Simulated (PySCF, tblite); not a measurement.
Isomers of C3H8NOSi2 (doublet state). All values are computed: GFN2-xTB (tblite) harmonic vibrations without scaling, gas phase. The method is semi-empirical: single wavenumbers can be off by several per cent or more. Modes of hydrogen on silicon can be 10 to 20 % off. One conformer each. Open shells enter through the occupations alone, without spin polarisation, and single modes of such species can be off by tens of per cent.

Electronic energies: B3LYP/pcH-1 single points on the GFN2-xTB geometries (PySCF, gas phase).

| SMILES | electronic energy, lowest = 0 (kcal/mol) |
| --- | --- |
| O=C[N][SiH]1C[SiH2]C1 | 49.4 |
| C=N[Si]1CC[SiH2]O1 | 4.4 |
| C=N[Si@H]1CC[SiH]O1 | 0.0 |
| O=[C]N[SiH]1C[SiH2]C1 | 23.8 |

**Question.** How do GFN2-xTB zero-point energies change the relative energies?

**Answer.** 
```
               SMILES  ZPE (kcal/mol)  of it from modes above 1550 cm⁻¹  electronic (kcal/mol)  with ZPE, lowest = 0 (kcal/mol)  lowest mode (cm⁻¹)  rings
  C=N[Si@H]1CC[SiH]O1            66.2                              34.3                    0.0                              0.0                  57      1
   C=N[Si]1CC[SiH2]O1            66.0                              32.4                    4.4                              4.2                  46      1
O=[C]N[SiH]1C[SiH2]C1            63.3                              34.5                   23.8                             20.9                  20      1
O=C[N][SiH]1C[SiH2]C1            61.8                              33.2                   49.4                             45.0                  24      1
```

The zero-point energies span 4.4 kcal/mol, from `O=C[N][SiH]1C[SiH2]C1` to `C=N[Si@H]1CC[SiH]O1`. The order is unchanged.

**Question.** And how do the electronic energies of GFN2-xTB itself compare?

**Answer.** `C=N[Si@H]1CC[SiH]O1` 6.9; `C=N[Si]1CC[SiH2]O1` 0.0; `O=[C]N[SiH]1C[SiH2]C1` 66.2; `O=C[N][SiH]1C[SiH2]C1` 63.8 kcal/mol, lowest = 0. Against the energies above, taken from the same isomer `C=N[Si@H]1CC[SiH]O1`, the largest difference is 35.5 kcal/mol.
